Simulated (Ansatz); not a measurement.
CH8BGaSi (`[SiH3]B[CH2][GaH2]`). Charge 0, multiplicity 1.

```xyz
12

Si   -0.609    1.600    0.817
B     0.319    0.610   -0.678
C    -0.231   -0.679   -1.219
Ga    0.751   -1.724    0.228
H     0.321    2.185    1.823
H    -1.421    2.720    0.257
H    -1.556    0.708    1.557
H     1.380    1.012   -1.077
H    -1.267   -0.973   -1.031
H     0.139   -1.109   -2.153
H     0.541   -3.271    0.129
H     1.634   -1.078    1.346
```

(1) List the harmonic frequencies (cm⁻¹, unscaled) at PBE0-D4/def2-TZVP in Ansatz. (An estimate is asked.)

(2) Is this a minimum?

(3) Give the ideal-gas thermochemistry at 298.15 K and 1 bar (rigid rotor, harmonic oscillator; point group C1, symmetry number 1).

Results:

(1) Computed: 36, 85, 114, 177, 207, 407, 451, 480, 533, 579, 609, 737, 747, 829, 892, 925, 929, 936, 949, 1071, 1207, 1443, 1983, 1992, 2169, 2193, 2210, 2570, 3070, 3133.

(2) Yes, all 30 modes are real.

(3) Zero-point energy 201.4 kJ/mol; H(298) − E = 225.4 kJ/mol; entropy 377.2 J/(mol·K), of which translation 169.4, rotation 114.7, vibration 93.1; G(298) − E = 112.9 kJ/mol. Modes under 100 cm⁻¹ are hindered rotations or soft bends, so the harmonic entropy is rough.
